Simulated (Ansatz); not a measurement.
**Question.** Name a neutral molecule of C, F, In, N, O and H with LUMO energy (B3LYP/def2-TZVPP) between -2.90 and -2.60 eV and size of the dipole moment (PBE/def2-TZVPP) between 1.85 and 2.15 D (Ansatz, PBE0-D4/def2-TZVP geometry).

**Answer.** `[NH2][In]([F])[CH]=O` (-2.63 eV, 1.89 D). Other molecules can fit too; these were computed, each in one conformer that needn't be the lowest.

B3LYP here is the variant with VWN-RPA as its local correlation; programs differ in this.
